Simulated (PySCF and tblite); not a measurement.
Results of a calculation; reference values are marked as such.
C₄H₇Br, numbered as in [CH2:1]=[CH:2][CH2:3][CH2:4][Br:5].

Level: PBE0-D3(BJ)/def2-TZVP//PBE0-D3(BJ)/def2-SVP, thermal terms from GFN2-xTB, symmetry numbers and mirror pairs counted. Conformers within 4 kcal/mol (GFN2-xTB free energy) were kept, 7 at most. Couplings: B3LYP/pcSseg-1 with pcJ-1 on H (gas phase; spin-dipole term only for pairs with B, N, F, Si or P). Couplings are for ¹H; a prime marks the second kind of pair between the same two sets of atoms. Of two unlike H on one atom, a is the less shielded (PBE0/pcSseg-1). (PySCF 2.14, tblite 0.8.)

Torsions listed: C1–C2–C3–C4, C2–C3–C4–Br5. Of a mirror pair one member is shown.

```
conformer         shape  weight %
        1  -115°, -179°      40.0
        2     119°, 64°      28.2
        3    -122°, 65°      18.3
        4      0°, 180°       8.6
        5      0°, -72°       4.9
```

Give the couplings in each conformer and the averages at 298.15 K (pairs that fast motion interchanges averaged).


```json
{"coupling": "²J(H1b,H1a)", "pairs": "1", "1": "1.9", "2": "2.1", "3": "1.9", "4": "0.8", "average (Hz)": "1.9"}
{"coupling": "³J(H1b,H2)", "pairs": "1", "1": "11.3", "2": "11.6", "3": "11.3", "4": "12.6", "average (Hz)": "11.5"}
{"coupling": "⁴J(H1b,H3)", "pairs": "2", "1": "-1.3", "2": "-1.5", "3": "-1.7", "4": "-3.2", "average (Hz)": "-1.6"}
{"coupling": "³J(H1a,H2)", "pairs": "1", "1": "17.6", "2": "18.0", "3": "17.6", "4": "19.1", "average (Hz)": "17.8"}
{"coupling": "⁴J(H1a,H3)", "pairs": "2", "1": "-1.5", "2": "-1.6", "3": "-1.5", "4": "-3.3", "average (Hz)": "-1.7"}
{"coupling": "³J(H2,H3)", "pairs": "2", "1": "8.7", "2": "8.0", "3": "8.4", "4": "4.8", "average (Hz)": "8.1"}
{"coupling": "²J(H3,H3)", "pairs": "1", "1": "-13.9", "2": "-15.9", "3": "-15.9", "4": "-21.6", "average (Hz)": "-15.6"}
{"coupling": "³J(H3,H4)", "pairs": "2", "1": "5.6", "2": "9.7", "3": "9.8", "4": "5.2", "average (Hz)": "7.6"}
{"coupling": "³J(H3,H4′)", "pairs": "2", "1": "15.4", "2": "3.7", "3": "3.5", "4": "14.8", "average (Hz)": "9.6"}
{"coupling": "²J(H4,H4)", "pairs": "1", "1": "-10.9", "2": "-10.7", "3": "-11.5", "4": "-10.7", "average (Hz)": "-10.9"}
```

Spin–orbit effects of the heavy atoms on shieldings are missing.
